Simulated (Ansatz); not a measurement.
`C[CH2][SbH][SiH3]` + `NCF` → `FCN[SiH3]` + `C[CH2][SbH2]`  (cleavage of the Si–Sb bond)

Gas-phase electronic energies from Ansatz, PBE0-D4/def2-TZVP geometries. CCSD(T)/CBS adds triple-zeta CCSD(T) − MP2 to the extrapolated MP2 energy (def2 sets, frozen cores). Functionals use def2-TZVPP. Elements past krypton have def2 core potentials. For Sb outer-core shells are correlated without core-valence functions, which leaves a few kJ/mol of doubt a bond. Each species was taken in one conformer, which may not be the lowest.

(1) Is it downhill or uphill in electronic energy at CCSD(T)/CBS, and by how much? (Estimate.)

(2) What do these levels give: BLYP-D4, r2SCAN-D4, MP2/def2-SVP, CCSD/def2-SVP, CCSD(T)/def2-SVP, MP2/def2-QZVPP? (Best estimate.)

Largest T1 diagnostic among the species: 0.012.

## Answers

(1) The calculation gave: Downhill: ΔE = -0.04 eV.

(2) Ansatz gave: BLYP-D4 -0.05, r2SCAN-D4 -0.03, MP2/def2-SVP -0.07, CCSD/def2-SVP -0.08, CCSD(T)/def2-SVP -0.07, MP2/def2-QZVPP -0.05 eV.

From BLYP to BHLYP (50 % exact exchange), in def2-TZVPP and without D4, ΔE moves by −0.09 eV. Leaving LDA and LC-ωPBE aside and taking each functional with its dispersion term where it has one, the values, not all of them listed here, spread over 0.22 eV, from CAM-B3LYP-D4 to PBE-D4. LDA lies −0.07 eV from PBE without D4. In def2-TZVPP, CCSD(T) changes the Hartree–Fock value by +0.12 eV (the triples alone add +0.02 eV) and MP2 by +0.13 eV.
